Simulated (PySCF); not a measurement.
Vertical excitations of a molecule C2H8O2Si from TDA-B3LYP/def2-SVPD (PySCF), as energy in eV (oscillator strength): 6.07 (0.000), 6.70 (0.001), 6.76 (0.001), 7.24 (0.025), 7.40 (0.124), 7.56 (0.017), 7.70 (0.020), 7.83 (0.031), 7.92 (0.027), 7.95 (0.000). Lowest triplet (TDA): 5.72 eV. The structure is a stationary point at PBE0-D3(BJ)/def2-SVP. The values are those of a single conformer.

**Question.** Pick the molecule that these values belong to.
(A) COCO[SiH3]
(B) CO[SiH2]CO
(C) C[Si@H](O)CO
(D) C[Si](C)(O)O

**Answer.** B, CO[SiH2]CO
